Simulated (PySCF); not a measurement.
Isomers of C7H12Ge, from PBE0-D3(BJ)/def2-SVP geometry optimisation, gas phase in PySCF. One conformer each, no zero-point energy, no frequencies.

Question: Which is lower in electronic energy at this level?
A. `[CH:1]1=[C:2]([CH:3]2[CH2:4][CH2:5]2)[CH2:6][GeH2:7][CH2:8]1` with C1–C2–C3–C4 22°: A = 3881, B = 725.8, C = 648.7 MHz, dipole 0.54 D
B. `[CH:1]#[C:2][C@H:3]1[CH2:4][CH2:5][CH2:6][CH2:7][GeH2:8]1` with C2–C3–C4–C5 63°, C3–C4–C5–C6 67°, C4–C5–C6–C7 -66°, C5–C6–C7–Ge8 56°: A = 1643, B = 1426, C = 1009 MHz, dipole 0.90 D

Answer: A. That is `C1=C(C2CC2)[CH2][GeH2][CH2]1`, 14.3 kcal/mol below the other.

| SMILES | mapped SMILES | E (Eh) | relative (kcal/mol) | relative (kJ/mol) | dipole (D) |
| --- | --- | --- | --- | --- | --- |
| C1=C(C2CC2)[CH2][GeH2][CH2]1 | [CH:1]1=[C:2]([CH:3]2[CH2:4][CH2:5]2)[CH2:6][GeH2:7][CH2:8]1 | -2349.89509 | 0.0 | 0.0 | 0.54 |
| C#C[C@H]1CCC[CH2][GeH2]1 | [CH:1]#[C:2][C@H:3]1[CH2:4][CH2:5][CH2:6][CH2:7][GeH2:8]1 | -2349.87229 | 14.3 | 59.9 | 0.90 |

As drawn, the lower has a three-membered ring and a C=C bond outside aromatic rings, which the higher lacks; the higher has a C≡C bond, which the lower lacks.
